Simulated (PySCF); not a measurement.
## Spin states of CaF

Unrestricted PBE0; basis Ca 3-21G, F 3-21G; no relativity; PySCF 2.14. Outer shells of the fragments: Ca 4s2; F 2s2 2p5.

Followed along the bond (rough minima from three points):

| 2Ms+1 | unpaired | ⟨S²⟩ at the start | R at minimum (Å) | Te (eV) |
| --- | --- | --- | --- | --- |
| 2 | σ ↑ | 0.75 | 2.09 | 0.00 |
| 4 | σ ↑, π ↑↑ | 3.75 | none in the scan | ≤ 4.94 |

Solutions found at the starting distance of 2.205 Å, counted from the lowest of them; the search is not exhaustive and high or unbound solutions are not listed, so other states can lie among these:

```csv
2Ms+1,unpaired,term,E (eV),⟨S²⟩,⟨Lz²⟩,μ (D)
2,σ ↑,²Σ⁺,0.00,0.75,0.00,-3.27
2,π ↑,²Π,2.53,0.76,1.00,-6.87
2,π ↑,²Π,3.79,0.75,1.00,2.66
4,"σ ↑, π ↑↑",mixed,5.12,3.75,2.00,1.99
4,"σ ↑, π ↑↑",mixed,5.20,3.75,2.00,1.99
4,"σ ↑↑, π ↑",⁴Π,5.87,3.75,1.00,-0.34
```

A term symbol is given only where ⟨S²⟩ and ⟨Lz²⟩ are close to those of a pure state; real π, δ and φ orbitals otherwise mix terms. A positive dipole means Ca(−)F(+).

Counting both spins, an empty level lies below a filled one in some of these solutions, because spin and occupation are held. 3-21G is very small, so such numbers show the basis as much as the molecule.
